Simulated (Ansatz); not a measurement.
Scan of H3 (cation, charge +1), singlet: symmetric bend, bond length relaxed. Scanned: H-H-H angle. Other coordinates (H-H bond length) were minimised at PBE0/def2-TZVP.

The free coordinates were minimised at PBE0/def2-TZVP in PySCF; the energy column is full CI/cc-pVTZ, frozen core (Ansatz, a quantum-chemistry and plane-wave program), in kJ/mol.

```
a / °   H-H bond length / Å      E
------  -------------------  -----
180                   0.820  169.5
168.04                0.820  167.5
158.77                0.818  163.2
148.45                0.816  155.4
137.65                0.814  143.8
130.19                0.812  133.6
120.53                0.811  117.7
109.46                0.811   96.0
100.14                0.812   75.2
90.83                 0.817   53.1
80.88                 0.827   29.7
68.63                 0.851    6.5
60                    0.882    0.0
```
